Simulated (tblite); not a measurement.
Species: C7H7O2 (doublet state).
Geometry (GFN2-xTB, Å), atoms numbered from 1 in this order:
```xyz
16
C7H7O2 angstrom
O     -3.4683    0.5667   -0.0531
C     -2.2573    0.3263   -0.0017
C     -1.3103    1.2525    0.5948
C      0.0225    0.9682    0.6478
C      0.5320   -0.2348    0.1313
C      2.0146   -0.4897    0.1516
O      2.6571    0.1160   -0.9516
C     -0.3478   -1.1524   -0.4617
C     -1.6869   -0.8998   -0.5324
H     -1.7086    2.1714    0.9981
H      0.7068    1.6718    1.1046
H      2.2265   -1.5570    0.0580
H      2.4465   -0.1212    1.0946
H      2.4798    1.0638   -0.9406
H      0.0556   -2.0699   -0.8663
H     -2.3698   -1.6029   -0.9849
```

Calculated harmonic vibrations of the isolated species, GFN2-xTB (tblite), most abundant isotopes, no scaling. Against measured fundamentals such values can be off by several per cent, at times by over 20. One conformer, not necessarily the lowest. Open shells enter through the occupations alone, without spin polarisation, and single modes of such species can be off by tens of per cent. The optimisation stopped once no atom felt more than 0.01 eV/Å.

Lowest wavenumbers of the output (negative numbers stand for imaginary wavenumbers):
```
mode    cm-1
  1     -32.5
  2      81.0
  3     179.9
  4     280.1
  5     329.2
  6     332.1
  7     366.5
  8     441.8
  9     441.9
 10     529.3
```

Q: Is this structure a minimum?

A: Not by this Hessian. 1 mode is imaginary beyond 20i (32i cm⁻¹), so at this level the point lies at or near a first-order saddle. The curvature is small, so loose convergence or finite differences may be the whole cause.

Q: Which atoms move in the imaginary mode?

A: 32i: O7 (oxygen bonded to C and H) 38 %. These are shares of the mass-weighted motion.

Q: What is the remedy?

A: Step along that mode in both directions, optimise again with tighter thresholds and repeat the frequencies. The zero-point energy of this point (75.2 kcal/mol) counts the 41 real modes alone, and thermal corrections from it aren't those of a minimum.
